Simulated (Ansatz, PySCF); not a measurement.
Molecule: sum formula HSO (charge 0, doublet). It need not be the lowest isomer of its formula. 
Coordinates optimised at B3LYP-D3(BJ)/def2-TZVP (Ansatz, an electronic-structure program):
```
S
O 1 1.5055
H 1 1.3768 2 104.45
```
Charge 0, spin multiplicity 2.

Quantity: vertical electron affinity (to the singlet state of charge -1; a negative value means that the extra electron is unbound and the number depends on the basis; each state is the SCF solution reached for its spin), in eV. Cores are frozen in the correlated levels unless marked. UHF or UKS for open shells. Spin-orbit coupling is left out. Non-relativistic. Anions need diffuse functions: aug- sets have them; def2-D sets add few. CBS marks a two-point X^-3 extrapolation of the correlation energy; Hartree-Fock from the larger set. The bracket is a focal-point correction in the basis named.

| level | program | vertical electron affinity (eV) | minus last row |
|---|---|---|---|
| HF/aug-cc-pV(T+d)Z | Ansatz | 0.13 | -1.09 |
| BHLYP/def2-TZVPD | Ansatz | 1.00 | -0.22 |
| M06-2X/def2-TZVPD | PySCF | 1.19 | -0.03 |
| MP2/aug-cc-pV(D+d)Z | Ansatz | 1.19 | -0.03 |
| MP2/def2-QZVPPD | Ansatz | 1.41 | 0.19 |
| RI-MP2/def2-TZVPPD | Ansatz | 1.31 | 0.09 |
| RI-MP2/CBS(def2-TZVPPD,def2-QZVPPD) | Ansatz | 1.48 | 0.26 |
| SCS-MP2/aug-cc-pV(D+d)Z | Ansatz | 1.16 | -0.06 |
| SCS-MP2/aug-cc-pV(Q+d)Z | Ansatz | 1.42 | 0.20 |
| CCSD/aug-cc-pV(T+d)Z | Ansatz | 1.04 | -0.18 |
| CCSD/def2-QZVPPD | Ansatz | 1.08 | -0.14 |
| CCSD(T)/def2-TZVPPD | Ansatz | 1.04 | -0.18 |
| CCSD(T)/def2-QZVPPD | Ansatz | 1.13 | -0.09 |
| RI-MP2/CBS(def2-TZVPPD,def2-QZVPPD)+[CCSD(T)-MP2]/def2-QZVPPD | Ansatz | 1.20 | -0.02 |
| CCSD(T)/CBS(aug-cc-pV(T+d)Z,aug-cc-pV(Q+d)Z) | Ansatz | 1.22 | 0.00 |
